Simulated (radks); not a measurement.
The nuclear charge of the nitrogen ion N2+ is varied continuously with 5 electrons held in [He] 2s2 2p1. Method: Dirac Kohn-Sham, BLYP, spin-unpolarised, spherical densities, finite nucleus; open shells are shared between the two j in proportion to 2j + 1; Fermi nuclear charge, rms radius 2.5582 fm; computed with a radial shooting solver on a logarithmic mesh with Libxc functionals. By the Hellmann-Feynman theorem dE/dZ = E(electron-nucleus)/Z, the electronic potential at the nucleus (averaged over a nucleus of fixed radius).

\begin{tabular}{lrrrrr}
Z & E (hartree) & E(electron-nucleus)/Z (hartree) & HOMO & e(HOMO) (eV) & <r> HOMO (bohr) \\ \hline
6 & -37.41966 & -14.1575 & 2p3/2 & -16.989 & 1.504 \\
6.1 & -38.84923 & -14.4338 & 2p3/2 & -18.730 & 1.456 \\
6.2 & -40.30642 & -14.7101 & 2p3/2 & -20.541 & 1.412 \\
6.3 & -41.79124 & -14.9863 & 2p3/2 & -22.423 & 1.370 \\
6.4 & -43.30369 & -15.2625 & 2p3/2 & -24.375 & 1.330 \\
6.5 & -44.84375 & -15.5388 & 2p3/2 & -26.396 & 1.293 \\
6.6 & -46.41144 & -15.8150 & 2p3/2 & -28.487 & 1.259 \\
6.7 & -48.00675 & -16.0912 & 2p3/2 & -30.648 & 1.226 \\
6.8 & -49.62967 & -16.3674 & 2p3/2 & -32.878 & 1.195 \\
6.9 & -51.28022 & -16.6436 & 2p3/2 & -35.178 & 1.165 \\
7 & -52.95839 & -16.9198 & 2p3/2 & -37.547 & 1.137 \\
7.1 & -54.66418 & -17.1960 & 2p3/2 & -39.985 & 1.111 \\
7.2 & -56.39760 & -17.4723 & 2p3/2 & -42.492 & 1.085 \\
7.3 & -58.15864 & -17.7485 & 2p3/2 & -45.069 & 1.061 \\
7.4 & -59.94730 & -18.0248 & 2p3/2 & -47.714 & 1.038 \\
7.5 & -61.76359 & -18.3010 & 2p3/2 & -50.428 & 1.016 \\
7.6 & -63.60751 & -18.5773 & 2p3/2 & -53.211 & 0.9948 \\
7.7 & -65.47906 & -18.8537 & 2p3/2 & -56.063 & 0.9746 \\
7.8 & -67.37824 & -19.1300 & 2p3/2 & -58.984 & 0.9553 \\
7.9 & -69.30506 & -19.4063 & 2p3/2 & -61.974 & 0.9367 \\
8 & -71.25951 & -19.6827 & 2p3/2 & -65.032 & 0.9188 \\
\end{tabular}

The central difference of E at Z = 7 is -16.920 hartree, to compare with the third column; the second derivative is -2.76 hartree.
